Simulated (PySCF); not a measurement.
Compound: C₆H₄F₄.
SMILES: `FC1CC=CC=1C(F)(F)F`

All values: wB97X-D/def2-SVPD (PySCF, non-relativistic), on one gas-phase PBE0-D3(BJ)/def2-SVP geometry that isn't relaxed in the solvent. The solvent is an IEF-PCM continuum (cavity from Bondi-type radii × 1.2), and excitations are vertical TDDFT with non-equilibrium linear response and a frozen core. Specific hydrogen bonds and non-electrostatic terms are outside this model.

```json
{"run": "gas", "E − E(gas) (kcal/mol)": "0.00", "HOMO (eV)": "-8.82", "HOMO–LUMO gap (eV)": "9.36", "dipole (D)": "3.57", "lowest singlet (eV)": "5.09", "static polarisability (au)": "69.5"}
{"run": "P", "E − E(gas) (kcal/mol)": "-2.91", "HOMO (eV)": "-8.64", "HOMO–LUMO gap (eV)": "9.39", "dipole (D)": "4.23", "lowest singlet (eV)": "5.07", "static polarisability (au)": "84.7"}
{"run": "Q", "E − E(gas) (kcal/mol)": "-1.85", "HOMO (eV)": "-8.69", "HOMO–LUMO gap (eV)": "9.38", "dipole (D)": "3.99", "lowest singlet (eV)": "5.05", "static polarisability (au)": "78.6"}
```

The runs were made in benzene and chloroform. Which run belongs to which solvent?

P = chloroform, Q = benzene. The dielectric constants are 2.271 (benzene), 4.711 (chloroform), and the energy falls further as ε rises. The optical constants n² used for the excitations are 2.25, 2.09 in the same order. In this model the ground state sees the solvent through ε alone.

How constant is the ratio of the lowering to (ε − 1)/(2ε + 1)?

```tsv
solvent	(ε − 1)/(2ε + 1)	E − E(gas) (kcal/mol)	ratio (kcal/mol)	polarisation term (kcal/mol)
benzene	0.229	-1.85	-8.1	-1.99
chloroform	0.356	-2.91	-8.2	-3.25
```

The ratio changes by +1.3 % in size from benzene to chloroform. The polarisation term is half the interaction of the solute with the induced surface charges.

The values belong to the conformer `[F:1][C:2]1=[C:3]([C:4]([F:5])([F:6])[F:7])[CH:8]=[CH:9][CH2:10]1`: C2–C3–C4–F5 11°.

Note: wB97X-D ran without an empirical dispersion term, which enters the total energy and its gradient alone.
